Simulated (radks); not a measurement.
Spin polarisation of the 4d5 shell in neutral molybdenum. Start: [Kr] 4d(up 2.5, down 2.5) 5s(up 0.5, down 0.5); electrons of 4d are moved from spin down to spin up, other shells keep equal spins. All-electron calculation, scalar-relativistic Kohn-Sham, PBE, spin-polarised, spherical densities, finite nucleus; Fermi nuclear charge, rms radius of each element as measured or else 0.836 A^(1/3) + 0.57 fm. Program: a radial shooting solver on a logarithmic mesh with Libxc functionals.

moment (Bohr magnetons),E - E(0) (eV),e(4d up) (eV),e(4d down) (eV),5s down minus up (eV)
0,0.000,-3.753,-3.753,0.000
1,-0.147,-4.027,-3.437,0.293
2,-0.589,-4.257,-3.078,0.590
3,-1.326,-4.442,-2.674,0.892
4,-2.356,-4.570,-2.221,1.200
5,-3.671,-4.623,-1.717,1.508

At moment 5 the spin-polarisation energy is -3.671 eV and the 4d exchange splitting 2.905 eV, that is 0.581 eV per Bohr magneton; E = -I m^2/4 would give I = 0.587 eV.
